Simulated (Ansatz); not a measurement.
`[OH][Ti]([F])([Cl])[I]`. The species carries charge 0 and has multiplicity 1. I: def2 effective core potential.

```xyz
6

O    -1.031    0.701   -0.666
Ti    0.226    0.021    0.347
F     0.668    1.185    1.564
Cl   -0.490   -1.828    1.258
I     2.247   -0.531   -1.122
H    -1.619    0.452   -1.382
```

Problem. What are the harmonic wavenumbers in cm⁻¹ at PBE0-D4/def2-TZVP (Ansatz, finite differences of forces, unscaled)? (Best estimate.)

Solution. Ansatz gave: 96, 122, 145, 152, 203, 234, 308, 324, 475, 769, 834, 3920.

Problem. Is this a minimum?

Solution. Yes, all 12 modes are real.

Problem. Give the ideal-gas thermochemistry at 298.15 K and 1 bar (rigid rotor, harmonic oscillator; point group C1, symmetry number 1).

Solution. Zero-point energy 45.4 kJ/mol; H(298) − E = 68.4 kJ/mol; entropy 385.4 J/(mol·K), of which translation 177.5, rotation 125.2, vibration 82.6; G(298) − E = -46.5 kJ/mol. Modes under 100 cm⁻¹ are hindered rotations or soft bends, so the harmonic entropy is rough.

Problem. And at 400, 500, 600, 800 and 1000 K?

Solution. 
| T (K) | H − E (kJ/mol) | S (J/mol/K) | G − E (kJ/mol) |
| --- | --- | --- | --- |
| 400 | 79.5 | 417.3 | -87.5 |
| 500 | 90.9 | 442.7 | -130.5 |
| 600 | 102.6 | 464.1 | -175.9 |
| 800 | 126.5 | 498.5 | -272.3 |
| 1000 | 151.0 | 525.8 | -374.8 |
